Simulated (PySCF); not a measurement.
## Electron affinity of As by level of theory

As⁻ [Ar] 3d10 4s2 4p4 (3P) → As [Ar] 3d10 4s2 4p3 (4S), as a difference of total energies. Computed with PySCF 2.14 in dyall-av3z, with the spin-free X2C one-electron Hamiltonian (Gaussian nucleus). Correlated levels: valence: [Ar] 3d10 frozen; virtual orbitals above 40 to 60 times the deepest correlated orbital energy dropped. The calculations carry no spin-orbit coupling.

```csv
method,electron affinity (eV),plus first-order spin-orbit estimate,error of that sum (eV)
UHF,-0.296,-0.232,-1.036
LDA,1.070,1.134,+0.330
PBE,0.856,0.920,+0.116
PBE0,0.755,0.820,+0.016
r2SCAN,0.805,0.869,+0.065
TPSSh,0.770,0.834,+0.030
PW91,0.901,0.966,+0.162
BHandHLYP,0.730,0.795,-0.009
MP2 (valence),0.460,0.525,-0.279
SCS-MP2 (valence),0.521,0.586,-0.218
```

Reference: 0.804 eV (measured; photodetachment measurements, as compiled on the Wikipedia data page of electron affinities).

A first-order spin-orbit estimate (lowest level to lowest level, LS coupling) adds 0.065 eV.

A negative affinity means that the anion lies above the atom at that level of theory.

In the anion the highest occupied orbital energy is positive at LDA, PBE, PBE0, r2SCAN, TPSSh, PW91, BHandHLYP, a self-interaction effect; the basis confines that electron, and the energy difference can still be sensible.
